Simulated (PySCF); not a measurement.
Ru(O)3(OH)2 (H2O5Ru), SMILES [O]=[Ru](=[O])(=[O])([OH])[OH], multiplicity 1.

The structure is a stationary point at B3LYP-D3(BJ)/def2-SVP. The multiplicity is an assumed one; other spin states were not compared. The def2 effective core potentials stand for the cores of Ru; spin–orbit coupling is left out. The values are those of a single conformer.

Two levels are set side by side: TDA-PBE/def2-SVPD (PySCF) and TDA-B3LYP/def2-SVPD (PySCF). Vertical, same geometry. The lowest singlet is HOMO→LUMO 99 % with PBE and HOMO−1→LUMO 97 % with the other functional; states are paired by order. Differences are taken from unrounded values.

| quantity | TDA-PBE |
|---|---|
| lowest singlet excitation (eV) | 1.95 |
| lowest triplet excitation (TDA) (eV) | 1.41 |

Question: These are the TDA-PBE values. What does TDA-B3LYP give? (Estimate from the structure and the level; the computed values follow.)

Answer: 
```
quantity                              TDA-B3LYP  TDA-PBE minus TDA-B3LYP
------------------------------------  ---------  -----------------------
lowest singlet excitation (eV)             2.02                    -0.07
lowest triplet excitation (TDA) (eV)       0.92                     0.50
```

Functionals without exact exchange tend to place singlet excitations lower, as here. Differences between two approximate levels are no errors against the true value.

Rough cost on one machine, each run with all the roots and properties that it gave: TDA-B3LYP against TDA-PBE within a factor of 2.
